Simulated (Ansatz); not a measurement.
Mulliken charges of `CNC=[Se]` from ωB97M-V/def2-TZVPP in Ansatz (PBE0-D4/def2-TZVP geometry).

```
atom   x (Å)   y (Å)   z (Å)  charge (e)
  C1  -0.173   0.461  -0.997      -0.218
  N2   0.595  -0.121   0.074      -0.113
  C3   0.065  -0.550   1.211      -0.083
 Se4  -1.664  -0.503   1.653      -0.233
  H5  -0.926  -0.246  -1.353       0.146
  H6  -0.701   1.352  -0.647       0.146
  H7   0.501   0.726  -1.811       0.106
  H8   1.590  -0.206  -0.049       0.125
  H9   0.802  -0.959   1.901       0.124
```

Problem. By hand: the dipole of these point charges (1 e Å = 4.8032 D).

Solution. Σ q r = (0.467, 0.170, -0.531) e Å, of length 0.727 e Å = 3.49 D.

Problem. How does the dipole of the full density compare? (An estimate is asked.)

Solution. Ansatz gave: (0.847, 0.135, -0.573) e Å, 4.95 D; the point charges give 0.71 times that, at 16° from its direction.

Point charges leave out the atoms' own dipoles, such as those of lone pairs, and Mulliken's split depends on the basis, so the two needn't agree.
